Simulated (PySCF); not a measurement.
Species: C2H11NOSi2.
Bonds: C1–O2, O2–C3, C3–Si4, Si4–N5, N5–Si6. Hydrogens: H7, H8, H9 on C1; H10, H11 on C3; H12, H13 on Si4; H14 on N5; H15, H16, H17 on Si6.

Level: PBE0/pcSseg-1 and PBE0/def2-SVPD in PySCF, non-relativistic, on one gas-phase PBE0-D3(BJ)/def2-SVP geometry that isn't relaxed in the solvent. The solvent is an IEF-PCM continuum (Bondi radii, 1.10 Å for H, scaled by 1.2). The model holds no explicit solvent molecules, cavitation or dispersion.

Gas phase at PBE0/pcSseg-1: HOMO -7.24 eV, LUMO 0.38 eV, dipole 1.57 D.

Q: What does the continuum do to the energy, the frontier levels and the dipole at PBE0/pcSseg-1 in dichloromethane and acetone?

A: 
```
        solvent      ε  E(solvent) − E(gas) (kJ/mol)  polarisation term (kJ/mol)  distortion of the solute (kJ/mol)  HOMO (eV)  LUMO (eV)  dipole (D)
dichloromethane   8.93                        -12.74                      -13.96                               1.22      -7.14       0.50        1.95
        acetone  20.49                        -14.31                      -15.87                               1.56      -7.14       0.51        2.00
```

Polarisation term: ½ Σ q·V over the induced surface charges. Distortion: the rise of the solute's own energy as its density leaves the gas-phase optimum. From dichloromethane to acetone the lowering changes by a factor 1.12, Onsager's factor (ε − 1)/(2ε + 1) by 1.10 and ε itself by 2.3.

Q: Which radius a makes the point-dipole formula ΔE = −[(ε − 1)/(2ε + 1)]·μ²/a³ give the value in acetone, with the gas-phase dipole?

A: μ = 0.619 au and |ΔE| = 0.00545 Eh give a = 1.69 Å; the farthest nucleus lies 3.54 Å from the centroid of the nuclei, so such a sphere wouldn't even hold the nuclei. The formula assumes a rigid point dipole at the centre of a sphere.

Q: Which IAO charges (PBE0/pcSseg-1) respond most in acetone (means over atoms taken as equivalent)?

A: 
| atoms | environment | gas (e) | solvent (e) | change |
| --- | --- | --- | --- | --- |
| O2 | ether oxygen | -0.368 | -0.384 | -0.016 |
| H14 | N–H hydrogen | +0.269 | +0.284 | +0.015 |
| Si4 | SiH2 silicon | +0.853 | +0.861 | +0.008 |
| H10/H11 | methylene hydrogen | +0.144 | +0.151 | +0.007 |
| H15/H16/H17 | Si–H hydrogen | -0.142 | -0.147 | -0.005 |
| C1 | methoxy carbon | -0.194 | -0.199 | -0.005 |
| H7/H8/H9 | methyl hydrogen | +0.133 | +0.137 | +0.004 |
| N5 | nitrogen bridging silicon atoms | -0.927 | -0.931 | -0.004 |

Gas phase at PBE0/def2-SVPD: HOMO -7.30 eV, LUMO 0.10 eV, dipole 1.44 D.

Q: What does the continuum do to the energy, the frontier levels and the dipole at PBE0/def2-SVPD in acetone?

A: 
```
solvent      ε  E(solvent) − E(gas) (kJ/mol)  polarisation term (kJ/mol)  distortion of the solute (kJ/mol)  HOMO (eV)  LUMO (eV)  dipole (D)
acetone  20.49                        -13.61                      -15.43                               1.82      -7.19       0.24        1.93
```

Q: How does the static polarisability (PBE0/def2-SVPD, frozen core, with the continuum's full static response) change?

A: 
| medium | isotropic (au) | principal values (au) | ⟨r²⟩ of the electrons (bohr²) |
| --- | --- | --- | --- |
| gas | 91.4 | 81.9, 93.5, 98.9 | 1020.2 |
| acetone | 122.5 | 114.9, 123.2, 129.5 | 1019.9 |

The isotropic value in acetone is 1.34 times the gas-phase one; no cavity-field correction is applied. ⟨r²⟩ is taken about the centre of nuclear charge.

Shape of the structure used: `[CH3:1][O:2][CH2:3][SiH2:4][NH:5][SiH3:6]`: C1–O2–C3–Si4 -74°, O2–C3–Si4–N5 -36°, C3–Si4–N5–Si6 -3°.
